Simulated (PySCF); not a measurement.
Rows and methods have been separated. Pair them.

Species: C₅H₆F₂.
InChI=1S/C5H6F2/c1-4(6)3-5(2)7/h1-3H2

The closed-shell ground state was solved 5 times with PySCF (density fitting, gas phase), always in the pcSseg-1 basis (149 functions), with these functionals: B3LYP, B97-D, BHandHLYP, HF and LC-wPBE. The structure is a single PBE0-D3(BJ)/def2-SVP conformer in the gas phase; no vibrational or solvent corrections.

```
row  total energy (Eh)  HOMO (eV)  LUMO (eV)  dipole (D)
  P          -393.4953      -6.29      -0.97        1.71
  Q          -391.6019     -10.22       3.71        2.14
  R          -393.7504      -7.33      -0.31        1.80
  S          -393.5009     -10.32       2.25        1.87
  T          -393.5391      -8.64       1.02        1.97
```

Q: Which functional belongs to which row?

A: P = B97-D, Q = HF, R = B3LYP, S = LC-wPBE, T = BHandHLYP. By rising HOMO–LUMO gap: B97-D (GGA) 5.32 eV; B3LYP (global hybrid, 20 % exact exchange) 7.02 eV; BHandHLYP (global hybrid, 50 % exact exchange) 9.66 eV; LC-wPBE (range-separated hybrid) 12.57 eV; HF (all exact exchange) 13.93 eV. Total energies of different functionals aren't bounds to one another; each is stationary for its own functional.

Conformer computed: `[CH2:1]=[C:2]([F:3])[CH2:4][C:5](=[CH2:6])[F:7]`: C1–C2–C4–C5 -119°, C2–C4–C5–C6 -118°.

Note: B97-D ran without an empirical dispersion term, which enters the total energy and its gradient alone.
